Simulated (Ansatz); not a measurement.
Cost and result for the atomization energy of C2H7GeN (`C/N=[CH]\[GeH3]`) (11 atoms, 10 bonds).

```xyz
11

C    -1.1944   -1.1156   -0.3998
N    -1.3069   -0.1500    0.6561
C    -0.3619    0.6509    0.8900
Ge    1.3890    0.8079   -0.0342
H    -2.0086   -0.9566   -1.1122
H    -1.3335   -2.1158    0.0191
H    -0.2394   -1.0908   -0.9445
H    -0.5217    1.3579    1.7101
H     1.2158    1.1370   -1.5264
H     2.2158   -0.4826    0.0932
H     2.1458    1.9578    0.6486
```

Charge 0, multiplicity 1. Correlated methods include outer-core shells of Ge, which these sets cover unevenly. Scalar relativity is left out up to krypton. Geometry: relaxed with PBE0-D4/def2-TZVP. Program: Ansatz. All runs use 4 threads of an Arm Neoverse V1 on a shared host. Times are those of one run each, without the atoms' runs, and a repeat can differ threefold. Electronic energies, without spin–orbit coupling; frozen cores. CCSD(T)/CBS adds CCSD(T) − MP2 in def2-TZVPP to the MP2 limit, and its time is that of the two runs behind it. T1 = 0.012; the RHF reference is unstable towards UHF. With those shells the extrapolation isn't a true limit. B3LYP takes the VWN-RPA correlation (the form of Gaussian; ORCA's B3LYP/G).

CCSD(T)/CBS is a level of theory with its own doubt, some kJ/mol a heavy atom from the limit and from the frozen cores, so smaller differences don't rank the functionals.

```json
{"level": "PBE-D4/def2-TZVPP (with forces)", "functions": "239", "wall time": "2.3 s", "atomization (kcal/mol)": "925.2", "difference from CCSD(T)/CBS": "17.0", "per bond": "1.7"}
{"level": "PBE0-D4/def2-TZVPP", "functions": "239", "wall time": "2.8 s", "atomization (kcal/mol)": "908.2", "difference from CCSD(T)/CBS": "0.0", "per bond": "0.0"}
{"level": "B3LYP-D4/def2-TZVPP (with forces)", "functions": "239", "wall time": "4.4 s", "atomization (kcal/mol)": "909.8", "difference from CCSD(T)/CBS": "1.6", "per bond": "0.2"}
{"level": "r2SCAN-D4/def2-TZVPP (with forces)", "functions": "239", "wall time": "4.8 s", "atomization (kcal/mol)": "907.5", "difference from CCSD(T)/CBS": "-0.7", "per bond": "-0.1"}
{"level": "B2PLYP/def2-TZVPP", "functions": "239", "wall time": "5.5 s", "atomization (kcal/mol)": "898.6", "difference from CCSD(T)/CBS": "-9.6", "per bond": "-1.0"}
{"level": "ωB97X-V/def2-TZVPP", "functions": "239", "wall time": "7.5 s", "atomization (kcal/mol)": "911.4", "difference from CCSD(T)/CBS": "3.2", "per bond": "0.3"}
{"level": "ωB97M-V/def2-TZVPP (with forces)", "functions": "239", "wall time": "11 s", "atomization (kcal/mol)": "907.3", "difference from CCSD(T)/CBS": "-0.9", "per bond": "-0.1"}
{"level": "MP2/def2-QZVPP", "functions": "470", "wall time": "32 s", "atomization (kcal/mol)": "903.3", "difference from CCSD(T)/CBS": "-4.9", "per bond": "-0.5"}
{"level": "CCSD(T)/def2-TZVPP", "functions": "239", "wall time": "2.7 min", "atomization (kcal/mol)": "887.2", "difference from CCSD(T)/CBS": "-21.0", "per bond": "-2.1"}
{"level": "CCSD(T)/CBS(def2)", "functions": "–", "wall time": "3.3 min", "atomization (kcal/mol)": "908.2", "difference from CCSD(T)/CBS": "0.0", "per bond": "0.0"}
```

In def2-TZVPP, CCSD(T) changes the Hartree–Fock value by +243.8 kcal/mol (the triples alone add +14.0 kcal/mol) and MP2 by +247.6 kcal/mol; breaking electron pairs costs correlation energy, which Hartree–Fock lacks. The D4 term adds +7.7 kcal/mol with B3LYP and +4.0 kcal/mol with PBE0; it sums over pairs of atoms, weighted by their polarisabilities, and B3LYP, whose exchange is more repulsive, gets the larger term. From PBE to PBE0 (25 % exact exchange), in def2-TZVPP and without D4, the atomization energy moves by −16.3 kcal/mol: exact exchange takes away binding that semilocal exchange gives to molecules.
